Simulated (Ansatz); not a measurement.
Ansatz (a quantum-chemistry and plane-wave program) input (RI-MP2/aug-cc-pV(T+d)Z):
A basis named .json is the Basis Set Exchange file of that set.

Ansatz 0.2 input:
```yaml
crystal:
  periodic: [false, false, false]
  atoms:
    - {symbol: C, position_ang: [3.06573345, 0.66394003, 0.54956396]}
    - {symbol: C, position_ang: [1.57029699, 0.88483597, 0.65064410]}
    - {symbol: O, position_ang: [0.89444213, -0.13743093, -0.06405569]}
    - {symbol: Si, position_ang: [-0.75181876, -0.26726165, -0.20554531]}
    - {symbol: C, position_ang: [-1.03695733, -1.78927036, -1.24619138]}
    - {symbol: C, position_ang: [-1.53381492, -0.45707210, 1.48833479]}
    - {symbol: C, position_ang: [-1.45154757, 1.25801159, -1.04262170]}
    - {symbol: H, position_ang: [3.33594341, -0.30600397, 0.96936546]}
    - {symbol: H, position_ang: [3.38350261, 0.68549520, -0.49379419]}
    - {symbol: H, position_ang: [3.60528526, 1.44182874, 1.09423225]}
    - {symbol: H, position_ang: [1.25965967, 0.87646838, 1.70260097]}
    - {symbol: H, position_ang: [1.30719351, 1.86743894, 0.24022140]}
    - {symbol: H, position_ang: [-0.56790339, -1.68431609, -2.22653416]}
    - {symbol: H, position_ang: [-0.61539210, -2.67434591, -0.76554284]}
    - {symbol: H, position_ang: [-2.10438796, -1.96474042, -1.39979359]}
    - {symbol: H, position_ang: [-1.12647327, -1.32316298, 2.01464872]}
    - {symbol: H, position_ang: [-2.61453282, -0.59570132, 1.40266199]}
    - {symbol: H, position_ang: [-1.36643842, 0.42409322, 2.11214576]}
    - {symbol: H, position_ang: [-1.28322481, 2.15890438, -0.44792264]}
    - {symbol: H, position_ang: [-2.53033352, 1.15965921, -1.18773119]}
    - {symbol: H, position_ang: [-0.99523639, 1.41282233, -2.02285673]}
basis:
  gaussian:
    orbitals: aug-cc-pV_T+d_Z.json
    fitting: {mean_field: def2-universal-jkfit, correlation: aug-cc-pVTZ-RIFIT.json}
total_charge: 1
magnetization: {spin_polarized: true, initial_magnetization: 1}
correlation: {method: mp2, electrons: outside_noble_gas}
```

End of the output:

```
832 factors; integrals over basis functions are off by at most 9.4e-1 eV
2.42 GiB of device memory are held for the factors and their scratch space
mean field: 4.75 GiB planned
mean field evaluation 1: about -15258.8038 eV, gradient 4.4e1 eV
mean field evaluation 2: about -15266.5266 eV, gradient 2.5e1 eV
mean field evaluation 4: about -15269.2489 eV, gradient 4.6e0 eV
mean field evaluation 8: about -15270.0399 eV, gradient 8.4e-1 eV
mean field evaluation 16: about -15269.0610 eV, gradient 1.6e-2 eV
mean field evaluation 32: about -15269.8712 eV, gradient 1.1e0 eV
mean field -15270.05983494 eV, -561.1643485157 hartree, gradient 1.7e-6 eV, S^2 0.763954; 7 other end points of the search recorded, 0 dependent functions left out
11 core orbitals not correlated
1427 factors; their error is unknown
reference -15270.05983494 eV, -561.1643485157 hartree; 22, 21 occupied and 620, 621 virtual orbitals, 1427 factors
second order -32.92716220 eV of doubles, -0.00000000 eV of singles
Total energy: -15302.98699714 eV, -562.3743994078 hartree
```

This state (charge 1, doublet) is run at the relaxed geometry of the species with charge 0 and multiplicity 1.
